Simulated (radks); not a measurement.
Question: These are the eigenvalues of the occupied orbitals of an atom or ion with whole-number occupations (eV). Calculated with a radial shooting solver on a logarithmic mesh with Libxc functionals: scalar-relativistic Kohn-Sham, LDA (Slater exchange, VWN5 correlation), spin-polarised, spherical densities, finite nucleus; Fermi nuclear charge, rms radius of each element as measured or else 0.836 A^(1/3) + 0.57 fm.

orbital  eigenvalue
1s up     -84420.19
1s down   -84419.30
2s up     -17906.62
2s down   -17879.63
2p up     -15999.46
2p down   -15977.15
3s up     -6671.213
3s down   -6641.044
3p up     -6112.688
3p down   -6082.555
3d up     -5587.961

Which element is it, and in what charge state? The configuration may be excited. Open shells, if any, are filled with parallel spins first.

Answer: Z = 79, gold, charge +56: Au56+ in [Ar] 3d5. The list shows which subshells hold electrons but not how many an open one holds; the 1s level, -3102.4 hartree, gives Z - s = 78.8 by -(Z - s)^2/2, which with screening and relativity narrows Z to a few neighbours, and the depths of the outer levels then fix element, charge and occupations together.
